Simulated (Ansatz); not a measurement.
C₂H₄SiZn, SMILES `C=[C]1[SiH2][Zn]1`, relaxed with RKS PBE-D4/def2-SVP in Ansatz from a rough embedded geometry. The force threshold is 0.03 eV/Å; the program also tests the step.

Charge 0, multiplicity 1.

Start:

```xyz
8

C     0.848   -0.841    0.900
C    -0.104   -0.346    0.233
Si   -0.701    0.912   -0.944
Zn   -2.060   -0.585   -0.056
H     0.703   -1.759    1.543
H     1.886   -0.469    0.875
H    -0.527    2.277   -0.357
H    -0.046    0.812   -2.194
```

(1) How much energy does the relaxation release, and in how many steps? (Best estimate.)

(2) Which bonds change most? (Estimate.)

(3) Give the relaxed structure. (Estimate.)

## Answers

(1) The calculation gave: 96.55 kJ/mol, in 20 steps, 3 of them rejected.

(2) Computed: Si3–Zn4 from 2.208 to 2.425 Å; Si3–H8 from 1.415 to 1.526 Å; C1–C2 from 1.264 to 1.343 Å; C2–Si3 from 1.823 to 1.899 Å.

(3) Computed: 
```xyz
8

C     0.845   -0.965    0.863
C    -0.192   -0.191    0.503
Si   -0.540    0.861   -1.039
Zn   -2.159   -0.531    0.110
H     0.863   -1.521    1.819
H     1.746   -1.090    0.226
H    -1.191    2.141   -0.563
H     0.627    1.296   -1.920
```
